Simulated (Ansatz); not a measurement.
```xyz
10

C    -1.8383   -1.0380   -1.0233
C    -0.6057   -0.9078   -0.5578
Te    0.7712    0.4923   -1.3140
Si    1.5289    1.2033    0.9489
H    -2.4898   -1.8224   -0.6490
H    -2.2454   -0.3824   -1.7853
H    -0.2172   -1.5726    0.2071
H     0.4989    2.0033    1.6593
H     1.8472    0.0002    1.7615
H     2.7504    2.0240    0.7526
```

Total charge 0; spin multiplicity 1. Te takes the def2 core potential.

**Question.** List the PBE0/def2-TZVPP orbital energies in eV (Ansatz). (Estimate.)

**Answer.** The calculation gave: Occupied: -1803.03, -279.14, -278.48, -171.75, -145.34, -120.73, -120.64, -120.46, -100.03, -99.98, -99.97, -43.94, -43.91, -43.73, -43.65, -43.63, -21.89, -18.06, -15.82, -14.72, -13.03, -11.80, -10.18, -10.07, -9.26, -8.78, -7.88, -6.20. Lowest empty: -0.76, -0.45, 0.05, 1.08, 1.25, 1.54, 2.16, 2.59.
